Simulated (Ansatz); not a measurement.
Input and output for CH$_{5}$ClGaNO, SMILES `C[O][Ga]([NH2])[Cl]`.

```yaml
crystal:
  periodic: [false, false, false]
  atoms:
    - {symbol: C, position_ang: [-0.167898, -0.614218, -1.765523]}
    - {symbol: O, position_ang: [-0.324844, -1.290441, -0.297177]}
    - {symbol: Ga, position_ang: [-0.122579, -0.316560, 1.098311]}
    - {symbol: N, position_ang: [0.297679, 1.302914, 1.106885]}
    - {symbol: Cl, position_ang: [-0.363502, -1.326799, 3.082359]}
    - {symbol: H, position_ang: [-0.720141, 0.102565, -1.725344]}
    - {symbol: H, position_ang: [0.854822, -0.414997, -1.808933]}
    - {symbol: H, position_ang: [-0.508848, -1.566381, -2.400111]}
    - {symbol: H, position_ang: [0.609227, 1.896591, 0.395918]}
    - {symbol: H, position_ang: [0.559116, 1.836985, 1.879981]}
basis:
  gaussian: {orbitals: 6-31G}
hamiltonian: {xc: {name: B2PLYP}}
```

```sh
$ ansatz run in.yaml --threads 4 --pin off --events-out ev --progress --plain --max-ram 10444MiB
```

Output, abridged:

```
Functional definition: B2PLYP
896 factors; integrals over basis functions are off by at most 3.1e-4 eV
mean field evaluation 1: about -69512.0358 eV, gradient 6.1e1 eV
mean field evaluation 2: about -69512.2611 eV, gradient 6.1e1 eV
mean field evaluation 4: about -69519.2218 eV, gradient 8.8e0 eV
mean field evaluation 8: about -69519.3858 eV, gradient 6.8e-1 eV
mean field evaluation 16: about -69519.3870 eV, gradient 8.0e-5 eV
mean field -69519.38695380 eV, -2554.7903486192 hartree, gradient 3.4e-6 eV, S^2 0.000000; 0 other end points of the search recorded, 0 dependent functions left out
17 core orbitals not correlated: weight in the atoms' cores, before any rotation towards them, 1.000 or more for the frozen orbitals, at most 0.000 for the correlated occupied ones
reference -69519.38712326 eV, -2554.7903548468 hartree; 20, 20 occupied and 42, 42 virtual orbitals, 896 factors
second order -19.51029306 eV of doubles, -0.00000000 eV of singles
Total energy: -69524.65490239 eV, -2554.9839421591 hartree
```

Run time 1.5 s (4 threads of an Arm Neoverse V2 on a shared host); peak host memory 0.5 GiB.
